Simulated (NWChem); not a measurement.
Program: NWChem. System: stibine (H₃Sb), charge 0, spin multiplicity 1, at a geometry optimised with B3LYP/def2-SVP with def2 effective core potentials on Sb. Level: RHF/def2-TZVPD with def2 effective core potentials on Sb.

NWChem printed:

```
             Northwest Computational Chemistry Package (NWChem) 7.3.0
             --------------------------------------------------------

                                NWChem Input Module
                                -------------------

 Scaling coordinates for geometry "geometry" by  1.889725989
 (inverse scale =  0.529177249)

 Turning off AUTOSYM since
 SYMMETRY directive was detected!

                             Geometry "geometry" -> ""
                             -------------------------

 Output coordinates in angstroms (scale by  1.889725989 to convert to a.u.)

  No.       Tag          Charge          X              Y              Z
 ---- ---------------- ---------- -------------- -------------- --------------
    1 Sb                  51.0000     0.00055200     0.05413100     0.00000000
    2 H                    1.0000    -0.72025500    -0.91295500     1.23131800
    3 H                    1.0000    -0.72025500    -0.91295500    -1.23131800
    4 H                    1.0000     1.41233900    -0.93476900     0.00000000

 Effective nuclear repulsion energy (a.u.)      47.6169136943

            Nuclear Dipole moment (a.u.)
            ----------------------------
        X                 Y               Z
 ---------------- ---------------- ----------------
    -0.0000359048     0.0000037795     0.0000000000

      Symmetry information
      --------------------

 Group name             Cs
 Group number              2
 Group order               2
 No. of unique centers     3

      Symmetry unique atoms

     1    2    4


 Summary of "ao basis" -> "" (spherical)
 ------------------------------------------------------------------------------
       Tag                 Description            Shells   Functions and Types
 ---------------- ------------------------------  ------  ---------------------
 *                         def2-tzvpd                 on all atoms

 Summary of "ao basis" -> "ao basis" (spherical)
 ------------------------------------------------------------------------------
       Tag                 Description            Shells   Functions and Types
 ---------------- ------------------------------  ------  ---------------------
 Sb                        def2-tzvpd               18       56   7s5p4d2f
 H                         def2-tzvpd                5        9   3s2p

                                 NWChem SCF Module
                                 -----------------
[...]
              MO Center=  4.7D-01, -6.0D-01,  1.6D-10, r^2= 2.4D+00
   Bfn.  Coefficient  Atom+Function         Bfn.  Coefficient  Atom+Function
  ----- ------------  ---------------      ----- ------------  ---------------
    17      0.302410  1 Sb px                11     -0.269194  1 Sb px
    76      0.269930  4 H  s                 14      0.225000  1 Sb px

 Vector   13  Occ=2.000000D+00  E=-3.614967D-01  Symmetry=a'
              MO Center=  2.9D-03,  2.8D-01, -1.9D-15, r^2= 2.6D+00
   Bfn.  Coefficient  Atom+Function         Bfn.  Coefficient  Atom+Function
  ----- ------------  ---------------      ----- ------------  ---------------
    18      0.388723  1 Sb py                 6      0.346531  1 Sb s
     5      0.344693  1 Sb s                 12     -0.321665  1 Sb py
    15      0.278448  1 Sb py                 3     -0.216831  1 Sb s
     2      0.202458  1 Sb s                  4     -0.167246  1 Sb s
    21      0.161403  1 Sb py

 Vector   14  Occ=0.000000D+00  E= 6.597240D-02  Symmetry=a'
              MO Center= -3.4D-03, -3.2D-01, -1.1D-15, r^2= 1.1D+01
   Bfn.  Coefficient  Atom+Function         Bfn.  Coefficient  Atom+Function
  ----- ------------  ---------------      ----- ------------  ---------------
     7      2.300869  1 Sb s                 59     -0.719933  2 H  s
    68     -0.719933  3 H  s                 77     -0.719897  4 H  s
    21     -0.688825  1 Sb py                81      0.227948  4 H  px
     5     -0.221382  1 Sb s                 65      0.197541  2 H  pz
    74     -0.197541  3 H  pz                 6     -0.193659  1 Sb s

 Vector   15  Occ=0.000000D+00  E= 8.340003D-02  Symmetry=a'
              MO Center= -3.3D-01,  4.4D-01, -1.4D-09, r^2= 6.3D+00
   Bfn.  Coefficient  Atom+Function         Bfn.  Coefficient  Atom+Function
  ----- ------------  ---------------      ----- ------------  ---------------
    20      0.521351  1 Sb px                38      0.464861  1 Sb d -2
    40      0.293747  1 Sb d  0              77     -0.214316  4 H  s
    76     -0.191183  4 H  s                 17      0.176939  1 Sb px
    11     -0.171397  1 Sb px                14      0.161821  1 Sb px
    42     -0.160137  1 Sb d  2

 Vector   16  Occ=0.000000D+00  E= 8.340263D-02  Symmetry=a"
              MO Center=  3.4D-01,  4.3D-01,  1.4D-09, r^2= 6.3D+00
   Bfn.  Coefficient  Atom+Function         Bfn.  Coefficient  Atom+Function
  ----- ------------  ---------------      ----- ------------  ---------------
    22      0.521383  1 Sb pz                39      0.458026  1 Sb d -1
    41     -0.343892  1 Sb d  1              59     -0.185573  2 H  s
    68      0.185573  3 H  s                 19      0.176953  1 Sb pz
    13     -0.171400  1 Sb pz                58     -0.165575  2 H  s
    67      0.165575  3 H  s                 16      0.161822  1 Sb pz

 center of mass
 --------------
 x =   0.00058475 y =   0.05737102 z =   0.00000000

 moments of inertia (a.u.)
 ------------------
          20.914683915125           0.009575095381           0.000000000000
           0.009575095381          21.826358963921           0.000000000000
           0.000000000000           0.000000000000          20.914585758082

  Mulliken analysis of the total density
  --------------------------------------

    Atom       Charge   Shell Charges
 -----------   ------   -------------------------------------------------------
    1 Sb  23    23.02   0.15 -0.65  1.56  0.94  0.99  0.81  0.01 -0.47  6.43  0.91  1.67  0.46  9.04  0.97  0.17  0.00  0.02  0.00
    2 H    1     0.99   0.21  0.56  0.21  0.01 -0.01
    3 H    1     0.99   0.21  0.56  0.21  0.01 -0.01
    4 H    1     0.99   0.21  0.56  0.21  0.01 -0.01

       Multipole analysis of the density wrt the origin
       ------------------------------------------------

     L   x y z        total         open         nuclear
     -   - - -        -----         ----         -------
     0   0 0 0      0.000000      0.000000     26.000000

     1   1 0 0      0.001501      0.000000     -0.029244
     1   0 1 0      0.149779      0.000000     -2.864193
     1   0 0 1      0.000000      0.000000      0.000000

     2   2 0 0    -21.071287      0.000000     10.828335
     2   1 1 0     -0.019030      0.000000     -0.015722
     2   1 0 1     -0.000000      0.000000      0.000000
     2   0 2 0    -22.935086      0.000000      9.313909
     2   0 1 1     -0.000000      0.000000      0.000000
     2   0 0 2    -21.071043      0.000000     10.828496

 Task  times  cpu:        1.5s     wall:        1.5s

 Total times  cpu:        1.5s     wall:        1.5s
```

Write an NWChem input that would produce this output.

Several could match; the one computed here: 
```
start mol
memory heap 200 mb stack 800 mb global 1000 mb
geometry units angstroms nocenter noautoz
  Sb     0.000552     0.054131     0.000000
  H     -0.720255    -0.912955     1.231318
  H     -0.720255    -0.912955    -1.231318
  H      1.412339    -0.934769     0.000000
  symmetry group Cs
end
basis spherical
  * library def2-tzvpd
end
ecp
  Sb library def2-ecp
end
scf
  rhf
  nopen 0
  maxiter 100
  thresh 1e-7
  semidirect memsize 60000000 filesize 0
end
task scf energy
```
